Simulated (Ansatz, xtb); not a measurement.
# Relative energy of two isomers of C5H5FO2

Structure a is `O=C1OC=CC[C@@H]1F`, a singlet and structure b is `O=C(O)/C=C/C=C/F`, a singlet. Both are isolated molecules in the gas phase, relaxed with PBE0-D3(BJ)/def2-SVP; the shapes shown needn't be the lowest conformers.

a (Å):

```json
{"atom": "C", "x (Å)": "-1.6509", "y (Å)": "-0.2592", "z (Å)": "0.9197"}
{"atom": "C", "x (Å)": "-1.0317", "y (Å)": "2.0269", "z (Å)": "1.0457"}
{"atom": "C", "x (Å)": "0.2526", "y (Å)": "1.7795", "z (Å)": "1.2995"}
{"atom": "C", "x (Å)": "0.7300", "y (Å)": "0.3676", "z (Å)": "1.4267"}
{"atom": "C", "x (Å)": "-0.1799", "y (Å)": "-0.5386", "z (Å)": "0.6272"}
{"atom": "F", "x (Å)": "0.0073", "y (Å)": "-0.2907", "z (Å)": "-0.7155"}
{"atom": "O", "x (Å)": "-2.4807", "y (Å)": "-1.1012", "z (Å)": "1.0762"}
{"atom": "O", "x (Å)": "-1.9917", "y (Å)": "1.0530", "z (Å)": "0.9488"}
{"atom": "H", "x (Å)": "-1.4657", "y (Å)": "3.0188", "z (Å)": "0.9163"}
{"atom": "H", "x (Å)": "0.9438", "y (Å)": "2.6178", "z (Å)": "1.3961"}
{"atom": "H", "x (Å)": "1.7565", "y (Å)": "0.2491", "z (Å)": "1.0467"}
{"atom": "H", "x (Å)": "0.7449", "y (Å)": "0.0421", "z (Å)": "2.4834"}
{"atom": "H", "x (Å)": "0.0007", "y (Å)": "-1.6065", "z (Å)": "0.8174"}
```

b (Å):

```xyz
13

C    -0.7528    2.5271   -0.0244
C     0.1192    1.5135    0.5846
C    -0.3310    0.3665    1.1299
C     0.5151   -0.6346    1.7311
C     0.0109   -1.7569    2.2593
F     0.7743   -2.6813    2.8130
O    -0.3567    3.5579   -0.5108
O    -2.0594    2.2040    0.0055
H    -2.5240    2.9402   -0.4190
H     1.1829    1.7620    0.5645
H    -1.4103    0.1791    1.1174
H     1.5979   -0.4802    1.7602
H    -1.0546   -2.0091    2.2827
```

Quicker runs give these differences E(b) − E(a): GFN2-xTB +68.95 kJ/mol; HF/STO-3G +156.23 kJ/mol (at GFN2-xTB geometries); r2SCAN-D4/def2-SVP −2.30 kJ/mol (at GFN2-xTB geometries).

Task: Estimate which is lower in electronic energy at CCSD(T)/def2-SVP + ΔMP2/def2-TZVPP, and by roughly how much.

Result: Too close to call at this level: CCSD(T)/def2-SVP + ΔMP2/def2-TZVPP gives E(b) − E(a) = −3.54 kJ/mol.

How the difference moves with the method:

```tsv
level	geometry	E(b) − E(a) (kJ/mol)	departure from the last row (kJ/mol)	job, with rough time for the two
GFN2-xTB	GFN2-xTB	+68.95	+72.49	optimisation, 0.19 s
HF/STO-3G	GFN2-xTB	+156.23	+159.77	single point, 0.5 s
r2SCAN-D4/def2-SVP	GFN2-xTB	−2.30	+1.24	single point, 3.2 s
PBE0-D3(BJ)/def2-SVP	PBE0-D3(BJ)/def2-SVP	+8.93	+12.46	optimisation, 37 s
HF/def2-SVP	PBE0-D3(BJ)/def2-SVP	−7.90	−4.36	part of the CCSD(T) run
MP2/def2-SVP	PBE0-D3(BJ)/def2-SVP	+1.61	+5.15	part of the CCSD(T) run
CCSD(T)/def2-SVP	PBE0-D3(BJ)/def2-SVP	+1.31	+4.85	single point
CCSD(T)/def2-SVP + ΔMP2/def2-TZVPP	PBE0-D3(BJ)/def2-SVP	−3.54		single point, 65 s
```

As drawn, b has 1 C=C, 1 O–H in place of 1 C–O, 1 C–C, 1 C–H. Structure a has a 6-membered ring, b no ring.

The largest departure from CCSD(T)/def2-SVP + ΔMP2/def2-TZVPP is that of HF/STO-3G, 159.77 kJ/mol. The last row adds to CCSD(T) the change of the MP2 difference between the two basis sets, here −4.85 kJ/mol.

With thermal terms from frequencies at re-optimised GFN2-xTB minima (ideal gas, soft modes damped towards free rotors, one conformer each, 298.15 K, 1 atm): the zero-point term adds −7.60 kJ/mol; ΔH is −7.27 and ΔG −17.23 kJ/mol.

The correlated steps freeze 8 core orbitals. Mirror images aren't counted in ΔG. Codes used: Ansatz 0.2.0, xtb 6.7.1; the last row on 4 threads of Intel(R) Xeon(R) Platinum 8259CL CPU @ 2.50GHz (Skylake/Cascade Lake) on a shared host.
